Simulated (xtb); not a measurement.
Mg(OH2)6 (H12MgO6), SMILES [OH2]->[Mg+2](<-[OH2])(<-[OH2])(<-[OH2])(<-[OH2])<-[OH2] (connectivity only; charge and spin as stated), charge +2, multiplicity 1. All values are semi-empirical tight-binding results from xtb (GFN2-xTB unless named), good for trends rather than for accurate numbers. Coordinates come from a GFN2-xTB optimisation. The isomer is the one that the SMILES or the coordinates give; other isomers of the formula were not compared.

Optimised geometry:

Bond lengths (Å): Mg1–O2 1.973, Mg1–O5 1.973, Mg1–O8 1.973, Mg1–O11 1.973, Mg1–O14 1.973, Mg1–O17 1.973, O2–H3 0.962, O2–H4 0.962, O5–H6 0.962, O5–H7 0.962, O8–H9 0.963, O8–H10 0.962, O11–H12 0.962, O11–H13 0.962, O14–H15 0.962, O14–H16 0.962, O17–H18 0.962, O17–H19 0.962. Bond angles (°): O2–Mg1–O5 90.0, O2–Mg1–O8 90.0, O2–Mg1–O11 90.0, O2–Mg1–O14 90.0, O2–Mg1–O17 180.0, O5–Mg1–O8 90.0, O5–Mg1–O11 90.0, O5–Mg1–O14 180.0, O5–Mg1–O17 90.0, O8–Mg1–O11 180.0, O8–Mg1–O14 90.0, O8–Mg1–O17 90.0, O11–Mg1–O14 90.0, O11–Mg1–O17 90.0, O14–Mg1–O17 90.0, Mg1–O2–H3 126.6, Mg1–O2–H4 126.7, H3–O2–H4 106.7, Mg1–O5–H6 126.7, Mg1–O5–H7 126.7, H6–O5–H7 106.6, Mg1–O8–H9 126.6, Mg1–O8–H10 126.7, H9–O8–H10 106.7, Mg1–O11–H12 126.8, Mg1–O11–H13 126.5, H12–O11–H13 106.7, Mg1–O14–H15 126.9, Mg1–O14–H16 126.5, H15–O14–H16 106.7, Mg1–O17–H18 126.5, Mg1–O17–H19 126.8, H18–O17–H19 106.7.
Charge +2, spin multiplicity 1.

For metal compounds this method's bond lengths and energies can be far off.

| Property | Result |
|---|---|
| point group as xtb finds it | Th |
| orbital gap | 8.07 eV |
| zero-point energy | 86.7 kcal/mol |
| G − E(el) at 298.15 K (modified RRHO) | 61.2 kcal/mol |

Computed atomic charges and the Wiberg bond orders between heavy atoms:
charges (e) Mg1 0.39, O2 -0.44, H3 0.36, H4 0.36, O5 -0.44, H6 0.36, H7 0.36, O8 -0.44, H9 0.36, H10 0.36, O11 -0.44, H12 0.36, H13 0.36, O14 -0.44, H15 0.36, H16 0.36, O17 -0.44, H18 0.36, H19 0.36. Bond orders Mg1–O2 0.42, Mg1–O5 0.42, Mg1–O8 0.42, Mg1–O11 0.42, Mg1–O14 0.42, Mg1–O17 0.42.
